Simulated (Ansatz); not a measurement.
Species: AlCl$_{2}$, net charge -1, singlet state. 
Structure (B3LYP-D3(BJ)/def2-TZVP (Ansatz, a program for electronic structure) minimum search):
```
Al
Cl 1 2.3098
Cl 1 2.3098 2 99.04
```
Charge -1, spin multiplicity 1.

Basis-set convergence of Hartree-Fock and CCSD correlation energies (hartree) with Ansatz. Correlated levels leave the core frozen unless marked. No spin-orbit coupling. Non-relativistic. This anion needs diffuse functions, which these sets lack.

The Hartree-Fock reference is unstable (checked in the largest basis), which strains HF and MP2. 

```json
[
 {"basis": "cc-pV(D+d)Z", "functions": "69", "E(HF)": "-1161.09742", "E(corr, CCSD)": "-0.36623"},
 {"basis": "cc-pV(T+d)Z", "functions": "117", "E(HF)": "-1161.13737", "E(corr, CCSD)": "-0.49212"},
 {"basis": "cc-pV(Q+d)Z", "functions": "192", "E(HF)": "…", "E(corr, CCSD)": "…"}
]
```

**Question.** What belongs in the gaps?

**Answer.** 
- cc-pV(Q+d)Z, E(HF): -1161.14823
- cc-pV(Q+d)Z, E(corr, CCSD): -0.53521
